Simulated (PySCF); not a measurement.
This PySCF input asks for the NMR shieldings of SMILES C[Si@@H]1O[Si@](Cl)(OC=O)[SiH2][SiH2]1, C₂H₉ClO₃Si₄; the geometry comes from GFN2-xTB.

```python
import basis_set_exchange as bse
import numpy as np
from pyscf import gto, dft
from pyscf.prop import nmr

atoms = """
C    -1.417398   -1.997427   -0.904311
Si   -0.931903   -0.222860   -1.375412
O     0.730235   -0.119654   -1.309828
Si    1.833261    0.553252   -0.331854
Cl    3.529458    0.621125   -1.381297
O     2.231164   -0.705449    0.750645
C     1.333675   -1.130341    1.577153
O     0.248264   -0.640006    1.745354
Si    0.626198    2.160341    0.802228
Si   -1.516401    1.439858    0.156064
H    -2.460193   -2.188686   -1.139042
H    -1.284278   -2.166098    0.161677
H    -0.817713   -2.734176   -1.433883
H    -1.118296   -0.015853   -2.816774
H     1.675159   -2.019038    2.136300
H     0.994160    2.162057    2.226377
H     1.018914    3.505331    0.338537
H    -2.306198    2.524775   -0.464119
H    -2.377911    0.982100    1.254722
"""
names = dict.fromkeys(["C", "Si", "O", "Cl", "H"], "pcSseg-1")
basis = {el: gto.basis.parse(bse.get_basis(n, elements=[el], fmt="nwchem")) for el, n in names.items()}
mol = gto.M(atom=atoms, basis=basis, charge=0, verbose=0)
mf = dft.RKS(mol, xc="PBE0")
mf.grids.level = 2
mf.grids.alignment = dft.numint.BLKSIZE   # the property module wants whole blocks of grid points
mf.conv_tol = 1e-9
mf.kernel()

calc = nmr.RKS(mf)   # GIAO
C = mf.mo_coeff
Co = C[:, mf.mo_occ > 0]
resp = mf.gen_response(singlet=True, hermi=2)
def vind(x):   # induced exchange potential for any number of trial vectors
    d = np.einsum("pi,xij,qj->xpq", C, 2 * x.reshape(-1, C.shape[1], Co.shape[1]), Co, optimize=True)
    return np.einsum("xpq,pi,qj->xij", resp(d - d.transpose(0, 2, 1)), C, Co, optimize=True).ravel()
mo1, _ = nmr.rhf.solve_mo1(calc, with_cphf=vind)
sigma = calc.kernel(mo1)
for i, s in enumerate(sigma):   # ppm
    w = np.linalg.eigvalsh((s + s.T) / 2)
    print("%2d %-2s iso %8.1f  s11 %8.1f  s22 %8.1f  s33 %8.1f" % (i, mol.atom_pure_symbol(i), w.mean(), *w))
```

Q: Give the expected output.

A: 
```
 0 C  iso    183.0  s11    169.1  s22    186.8  s33    193.2
 1 Si iso    347.2  s11    293.1  s22    353.4  s33    394.9
 2 O  iso    214.5  s11    123.6  s22    234.4  s33    285.4
 3 Si iso    344.3  s11    273.1  s22    360.9  s33    398.8
 4 Cl iso    893.1  s11    779.9  s22    874.4  s33   1025.0
 5 O  iso     61.9  s11    -77.9  s22    106.1  s33    157.3
 6 C  iso     17.4  s11    -76.1  s22     46.0  s33     82.2
 7 O  iso   -113.7  s11   -369.4  s22   -219.9  s33    248.1
 8 Si iso    468.6  s11    449.8  s22    466.1  s33    489.8
 9 Si iso    455.8  s11    432.1  s22    448.4  s33    486.9
10 H  iso     31.7  s11     27.4  s22     28.2  s33     39.7
11 H  iso     31.0  s11     26.1  s22     31.0  s33     36.0
12 H  iso     30.9  s11     26.6  s22     28.7  s33     37.6
13 H  iso     26.1  s11     22.1  s22     24.3  s33     31.8
14 H  iso     23.7  s11     19.0  s22     22.9  s33     29.2
15 H  iso     28.1  s11     24.4  s22     25.8  s33     34.0
16 H  iso     28.3  s11     24.0  s22     25.4  s33     35.5
17 H  iso     28.0  s11     24.3  s22     25.0  s33     34.8
18 H  iso     27.9  s11     24.5  s22     25.2  s33     33.9
```

These numbers come from an equivalent density-fitted implementation of the same equations, which agrees with the script to about 0.01 ppm for H and up to a few tenths of a ppm for heavy atoms, so last digits may differ.

Q: Turn these shieldings into chemical shifts. Shifts are taken against calculated references (same method and geometry level): ¹³C (186.93 ppm) and ²⁹Si (349.16 ppm) and ¹H (31.72 ppm) against TMS; ¹⁷O (336.08 ppm) vs H2O; HCl for ³⁵Cl (949.78 ppm).

A: Averaging equivalent atoms: C 6: 169.6; C 0: 3.9; Si 3: 4.9; Si 1: 2.0; Si 9: -106.6; Si 8: -119.4; O 7: 449.8; O 5: 274.2; O 2: 121.6; Cl 4: 57; H 14: 8.00; H 13: 5.62; H 18: 3.85; H 17: 3.68; H 15: 3.64; H 16: 3.42; H 10/11/12: 0.48 ppm. Unscaled 17O shifts of doubly bonded oxygen tend to come out too high, by tens of ppm or more. Experimental scales use liquid or dissolved standards, which lie at an offset from isolated H2O (liquid H2O: subtract about 36 ppm).

Size and cost of the density-fitted run: 250 basis functions, 120 s wall time on 1 thread of an Arm Neoverse N1, shared host; peak memory 1.2 GiB.
